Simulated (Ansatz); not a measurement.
Gas-phase electronic energies from Ansatz, PBE0-D4/def2-TZVP geometries. CCSD(T)/CBS adds triple-zeta CCSD(T) − MP2 to the extrapolated MP2 energy (def2 sets, frozen cores). This one scheme is used for every species. Functionals use def2-TZVPP. B3LYP here is the variant with VWN-RPA as its local correlation; programs differ in this. One conformer a species, not always the lowest.

Consider the substitution at a C–C bond: `CC(C)CCS` + `OBCl` → `SCOBCl` + `CC(C)C`.

```
 level  ΔE (kcal/mol)
r2SCAN           10.3
 B3LYP            8.1
```

(1) What does CCSD(T)/CBS give? (Best estimate.)

Largest T1 diagnostic among the species: 0.013.

Results:

(1) The calculation gave: +12.4 kcal/mol. The listed levels differ from it by -2.1, -4.3 kcal/mol.

From PBE to PBE0 (25 % exact exchange), in def2-TZVPP and without D4, ΔE moves by +1.0 kcal/mol. In def2-TZVPP, CCSD(T) changes the Hartree–Fock value by +3.6 kcal/mol (the triples alone add +0.3 kcal/mol) and MP2 by +5.2 kcal/mol.
